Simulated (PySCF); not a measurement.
AlMe2(iBu), C6H15Al.
Z-matrix (Å and degrees, PBE0-D3(BJ)/def2-SVP geometry), rows numbered from 1:
```
Al
C   1  1.9644
H   2  1.1038  1  111.67
H   2  1.1052  1  110.18  3  -117.25
H   2  1.1014  1  113.58  3   122.31
C   1  1.9645  2  118.11  3    54.23
H   6  1.1054  1  110.09  2    71.27
H   6  1.1034  1  112.21  2   -46.44
H   6  1.1018  1  113.29  2  -169.04
C   1  1.9817  2  120.63  3  -126.20
C  10  1.5375  1  114.60  2   -95.50
C  11  1.5257 10  111.30  1    58.90
C  11  1.5256 10  111.56  1   -65.43
H  10  1.1061  1  108.98  2   141.80
H  10  1.1056  1  108.31  2    26.89
H  11  1.1065 10  108.68  1   176.66
H  12  1.1068 11  111.16 10   -63.66
H  12  1.1015 11  111.83 10   176.83
H  12  1.1010 11  111.52 10    55.77
H  13  1.1050 11  111.26 10    62.65
H  13  1.1008 11  111.40 10   -56.84
H  13  1.1015 11  111.56 10  -177.54
```

The closed-shell ground state was solved at several levels (PySCF, density fitting, gas phase, non-relativistic).

| level | basis functions | total energy (Eh) | HOMO (eV) | LUMO (eV) | gap (eV) | dipole (D) |
| --- | --- | --- | --- | --- | --- | --- |
| PBE/pcSseg-1 (pcSseg-2 on Al) | 220 | -479.6114 | -5.84 | -1.29 | 4.55 | 0.33 |
| CAM-B3LYP/def2-SVPD | 264 | -479.7303 | -8.44 | 0.39 | 8.83 | 0.40 |
| PBE0/pcSseg-1 (pcSseg-2 on Al) | 220 | -479.6831 | -7.08 | -0.52 | 6.56 | 0.34 |

Task: Estimate the row for B3LYP/pcSseg-1 (pcSseg-2 on Al), a basis of 220 functions; the other rows only guide the guess.

Result: Total energy -480.1346 Eh, HOMO -6.87 eV, LUMO -0.72 eV, gap 6.15 eV, dipole 0.35 D.

Task: Over all these levels, which gives the widest orbital gap and which the narrowest?

Result: CAM-B3LYP/def2-SVPD (range-separated hybrid) has the widest, 8.83 eV, and PBE/pcSseg-1 (pcSseg-2 on Al) (GGA) the narrowest, 4.55 eV. Functional and basis both differ between the two, so the spread mixes both effects.

Task: In the pcSseg-1 (pcSseg-2 on Al) basis, how does the gap go with the fixed share of exact exchange?

Result: PBE (0 %) 4.55 eV; B3LYP (20 %) 6.15 eV; PBE0 (25 %) 6.56 eV. Each rise in the share widens the gap here.

Task: How far do the dipole and the HOMO energy spread over the levels?

Result: The dipole runs from 0.33 to 0.40 D (mean 0.36 D) and the HOMO from -8.44 to -5.84 eV.

One conformer stands for the species.
